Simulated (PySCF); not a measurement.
C₄H₅ClF₂O₂.
Cartesian coordinates in Å at the GFN2-xTB level; atoms count from 1:
```
atom  x, y, z in Å
C1     1.9835   -0.1719   -0.0880
O2     0.8145    0.2415   -0.8004
C3    -0.3339    0.2759   -0.0646
C4    -0.9872   -1.0875    0.1869
F5    -2.1977   -0.9588    0.7520
F6    -0.2648   -1.8451    1.0315
Cl7   -1.1625   -1.9611   -1.3530
C8    -1.1891    1.4660   -0.1422
O9    -0.4217    1.1656    0.9965
H10    1.9797   -1.2500    0.0847
H11    2.0514    0.3567    0.8647
H12    2.8184    0.0978   -0.7294
H13   -2.2613    1.3724   -0.0268
H14   -0.8300    2.2981   -0.7341
```

Probes without a nucleus sit at each ring's centroid and 1 Å off its mean plane on both sides; NICS is minus the shielding there, NICSzz its component along the normal. Level: GIAO PBE0/pcSseg-1 (PySCF, non-relativistic, gas phase) on the GFN2-xTB geometry, one conformer.

Ring bond lengths (Å), with Mayer bond orders in brackets: C3–C8 1.468 (1.00), C8–O9 1.406 (0.92), O9–C3 1.387 (0.93).

Task: Give the NICS values of each ring in ppm.

Result: 
```json
{"ring": "C3–C8–O9", "type": "3-membered ring with O; formal bonds all single", "NICS(0)": "-45.0", "NICS(1), two faces": "-5.5 / -7.0", "NICS(1)zz, two faces": "-16.9 / -23.6", "rms pucker (Å)": "0.00", "centre to ring atoms, mean (Å)": "0.82"}
```

Task: What do they say, and how far can they be read as aromaticity?

Result: 
- C3–C8–O9: mean NICS(1)zz -20.3 ppm, shielded. C3, C8 have four or more neighbours, so the value isn't read as a sign of a π ring current. The two faces differ by 6.7 ppm, so no symmetry operation interchanges them. NICS(0) lies 39 ppm below the mean NICS(1).

Task: What field does 1 T along the ring normal induce along that normal at the second NICS(1) probe listed for ring C3–C8–O9, 1 Å off the ring?

Result: NICSzz × B0 = -23.6 ppm × 1 T = -24 μT, against the applied field.

Task: How shielded are the nuclei of the rings and their hydrogens (means over atoms taken as equivalent)?

Result: 
| atoms | environment | σ isotropic (ppm) | principal values of the symmetric part, first atom (ppm) |
| --- | --- | --- | --- |
| C3 | sp3 carbon bearing two oxygens | 104.7 | 57.4, 96.3, 160.5 |
| C8 | sp3 carbon bound to oxygen | 133.8 | 96.6, 136.6, 168.3 |
| O9 | epoxide oxygen | 272.8 | 108.8, 344.8, 365.0 |
| H13 | methylene hydrogen | 28.78 | 23.4, 27.8, 35.2 |
| H14 | methylene hydrogen | 28.88 | 23.6, 26.7, 36.3 |
